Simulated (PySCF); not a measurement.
Computed with PySCF and rigid-rotor harmonic-oscillator thermochemistry at 1 bar. 'Table' is the NASA 1993 thermochemical table (part measured, part estimated). 6-31G* has spherical d functions here. All species are closed-shell singlets. Br: all electrons, no relativistic terms. The harmonic model lacks anharmonicity and excited electronic states, which grow with temperature; levels with a mode under 35 cm⁻¹ are left out. Soft modes under 120 cm⁻¹ make the harmonic entropy rough for AlBr3. The table's entry may be an old estimate for AlBr3 (not checked at source).

Harmonic frequencies at HF/6-31G* (cm⁻¹): 99, 99, 183, 241, 524, 524. Point group D3h; S°(298 K) = 346.0 J/mol/K at this level.

Problem. Work out Cp and S° of gaseous AlBr3 at 500, 800, 1200, 1600, 2000 K from these, and set them beside the table.

Solution. 
| T (K) | Cp HF/6-31G* | Cp table | S° HF/6-31G* | S° table |
|---|---|---|---|---|
| 500 | 79.7 | 80.0 | 386.1 | 389.7 |
| 800 | 81.7 | 81.8 | 424.1 | 427.8 |
| 1200 | 82.5 | 82.5 | 457.4 | 461.2 |
| 1600 | 82.8 | 82.8 | 481.1 | 484.9 |
| 2000 | 82.9 | 83.0 | 499.6 | 503.4 |
Units J/mol/K.
